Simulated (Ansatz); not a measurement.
The molecule SrF, multiplicity 2 (the spin of the measured ground state). No spin–orbit coupling.

D_e counts from the fitted minimum to each atom's lowest state at the same level, without counterpoise.

Correlated levels freeze the inner cores; with def2 sets outer-core shells near the valence are correlated too.

Programs: Ansatz (Gaussian basis) for Hartree–Fock, density functionals and correlated methods. Each number belongs to the level named beside it. In def2 rows elements past Kr take small-core potentials, without spin–orbit coupling.

Predict the bond energy D_e from SVWN5/def2-TZVPP.

147.8 kcal/mol

Estimate the bond energy D_e that CCSD/def2-TZVPP returns for this input.

115.1 kcal/mol

What is the computed bond energy D_e (CCSD(T)/def2-QZVPP)?

124.0 kcal/mol

Ansatz is a first-principles code.
